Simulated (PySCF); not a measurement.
A structure optimised at B3LYP-D3(BJ)/def2-SVP, used in a PySCF frequency run:

```
Se
O 1 1.6066
O 1 1.6066 2 120.00
O 1 1.6066 2 120.00 3 180.00
```

### Question
Write its SMILES, formula and point group.

### Answer
O=[Se+2]([O-])[O-], O3Se, D3h

### Question
What are its rotational constants (standard atomic weights)?

### Answer
8.1588, 8.1588, 4.0794 GHz
